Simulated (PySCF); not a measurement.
# ²⁹Si chemical shifts

All values are calculated (PySCF): geometry from GFN2-xTB, σ from GIAO-PBE0/pcSseg-1. One conformer, relativity neglected, no solvent model, rapidly exchanging positions averaged.

Shieldings were converted by a linear fit to measured shifts: ²⁹Si: δ = 279.94 − 0.822σ (rms 8.9 ppm, 72 shifts, 25.8 ppm with the 6 outliers that the fit left out vs TMS, solution or neat liquid). A few per cent of atoms miss by over 2 rms, more outside the fitted compound classes.

Q: Give the ²⁹Si shifts of `C[C@@H]1C[Si@@H](C[SiH3])[C@H]1F`, `F[C@@H]1[SiH2]CC[C@H]1C[SiH3]`, `C[SiH2][Si@@]1([SiH3])[SiH2]CS1`, `C=C(F)C[SiH2]CC[SiH3]`, `CCC#C[SiH2]S`.

A: 
```tsv
compound	environment	δ (ppm)
[CH3:1][C@@H:2]1[CH2:3][Si@@H:4]([CH2:5][SiH3:6])[C@H:7]1[F:8]	Si4: silicon bonded to 3 C, H, in a 4-membered ring	-20.5
[CH3:1][C@@H:2]1[CH2:3][Si@@H:4]([CH2:5][SiH3:6])[C@H:7]1[F:8]	Si6: silicon bonded to C, 3 H	-69.4
[F:1][C@@H:2]1[SiH2:3][CH2:4][CH2:5][C@H:6]1[CH2:7][SiH3:8]	Si3: silicon bonded to 2 C, 2 H, in a 5-membered ring	-32.2
[F:1][C@@H:2]1[SiH2:3][CH2:4][CH2:5][C@H:6]1[CH2:7][SiH3:8]	Si8: silicon bonded to C, 3 H	-65.9
[CH3:1][SiH2:2][Si@@:3]1([SiH3:4])[SiH2:5][CH2:6][S:7]1	Si3: silicon bonded to S, 3 Si, in a 4-membered ring	-19.0
[CH3:1][SiH2:2][Si@@:3]1([SiH3:4])[SiH2:5][CH2:6][S:7]1	Si5: silicon bonded to C, Si, 2 H, in a 4-membered ring	-41.7
[CH3:1][SiH2:2][Si@@:3]1([SiH3:4])[SiH2:5][CH2:6][S:7]1	Si2: silicon bonded to C, Si, 2 H	-65.1
[CH3:1][SiH2:2][Si@@:3]1([SiH3:4])[SiH2:5][CH2:6][S:7]1	Si4: silicon bonded to Si, 3 H	-95.2
[CH2:1]=[C:2]([F:3])[CH2:4][SiH2:5][CH2:6][CH2:7][SiH3:8]	Si5: silicon bonded to 2 C, 2 H	-37.3
[CH2:1]=[C:2]([F:3])[CH2:4][SiH2:5][CH2:6][CH2:7][SiH3:8]	Si8: silicon bonded to C, 3 H	-61.8
CCC#C[SiH2]S	silicon bonded to C, S, 2 H	-56.2
```

Q: Order these by ²⁹Si shift, lowest first.
A. C=C[C@@H]1C[Si@H]1S
B. S=C1CC[SiH2]C1
C. O=C1C[S@@](=O)[C@H]1S[SiH3]
D. C=C[SiH]1CSC1

A: A (-75.5 ppm, silicon bonded to 2 C, S, H, in a 3-membered ring), C (-55.9 ppm, silicon bonded to S, 3 H), B (-40.0 ppm, silicon bonded to 2 C, 2 H, in a 5-membered ring), D (-5.3 ppm, silicon bonded to 3 C, H, in a 4-membered ring).
